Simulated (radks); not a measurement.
Results of a calculation; reference values are marked as such.
Task: Excited configurations of Tm2+: one electron is placed in a higher orbital outside [Xe] 4f12. The ground configuration is [Xe] 4f13. Code: a radial shooting solver on a logarithmic mesh with Libxc functionals. Model: scalar-relativistic Kohn-Sham, r2SCAN, spin-polarised, spherical densities, finite nucleus; open shells are filled with parallel spins first (spin-orbit coupling, left out, can overturn this in heavy ions); meta-GGA in the generalised Kohn-Sham scheme; Fermi nuclear charge, rms radius 5.2256 fm. Excitation = E - E(ground); binding = E(ion) - E, where the ion is the core of charge +3; n* = 3/sqrt(2 binding) in atomic units, and the quantum defect is n - n*.

outer orbital  excitation (eV)  binding (eV)     n*  quantum defect  eigenvalue (eV)  <r> (bohr)
6s                       4.906        20.464  2.446           3.554          -17.759       3.138
6p                      10.049        15.321  2.827           3.173          -13.136       3.856
6d                      15.777         9.593  3.573           2.427           -8.015       5.576
6f                      20.306         5.064  4.918           1.082           -4.229       10.16
7s                      15.072        10.298  3.448           3.552           -8.947       6.105
7p                      17.021         8.349  3.830           3.170           -7.231       7.222
7d                      19.504         5.865  4.569           2.431           -5.005       9.690
7f                      21.809         3.561  5.864           1.136           -3.031       15.46

Estimate the row for 5f.

Result: excitation (eV) 17.687; binding (eV) 7.683; n* 3.992; quantum defect 1.008; eigenvalue (eV) -6.162; <r> (bohr) 5.864. The Delta-SCF ionisation energy is 25.370 eV (NIST Atomic Spectra Database: 23.66 eV, semi-empirical). Self-interaction in the functional shifts the binding energies and quantum defects, so they are the method's values and not measured ones. Open shells are spherical and high-spin; term and fine-structure splittings are not resolved. Spin-orbit splitting is averaged out at the scalar-relativistic level.
